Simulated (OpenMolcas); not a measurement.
**Er2+: moving or changing the point charges**

Er2+ among 2 point charges of -2 e arranged as a linear pair (D∞h), 2.73 Å from the ion.

```
Program             : OpenMolcas
Method              : SS-CASPT2, IPEA 0.25 Eh, imaginary shift 0.1 Eh (closed shells correlated: 5s 5p)
Basis               : ANO-RCC-VDZP [7s6p4d2f1g]
Scalar Hamiltonian  : DKH2, point nucleus
Active space        : 12 electrons in 7 orbitals (4f)
State averaging     : 2S+1 = 3 even, 21 roots; 2S+1 = 1 even, 27 roots kept (CI in the orbitals of an earlier block)
Spin-orbit coupling : state interaction with AMFI integrals over the reference wave functions
```

Runs around this geometry, states (labels by Λ). Energies in cm-1 above the lowest state or level, χT in cm3 K/mol.

```json
{"R (Å)": "2.73", "Ground state": "3Π", "First state of that spin": "3Σ 110", "First gap with spin-orbit (degeneracies)": "83 (1, 2)", "Width of lowest J": "2792", "χT at 300 K": "6.714"}
{"R (Å)": "3.05", "Ground state": "3Π", "First state of that spin": "3Σ 94", "First gap with spin-orbit (degeneracies)": "62 (1, 2)", "Width of lowest J": "1959", "χT at 300 K": "6.850"}
{"R (Å)": "3.26", "Ground state": "3Π", "First state of that spin": "3Σ 89", "First gap with spin-orbit (degeneracies)": "53 (1, 2)", "Width of lowest J": "1580", "χT at 300 K": "6.910"}
```

Taking the width of the lowest J multiplet as R^-n, n = -ln(1580 / 2792) / ln(3.26 / 2.73) = 3.2 between the shortest and longest distance.

Roots that are degenerate in the reference are averaged as groups; the widest CASPT2 spread within a group is 53 cm-1 (the 2-fold group of multiplicity 3 near 6650 cm-1 above the lowest state of its run, R = 3.26). Shifts and gaps below about the spread of the groups concerned are not significant. This is an electrostatic model: the charges have no orbitals. No measured value stands beside these numbers.
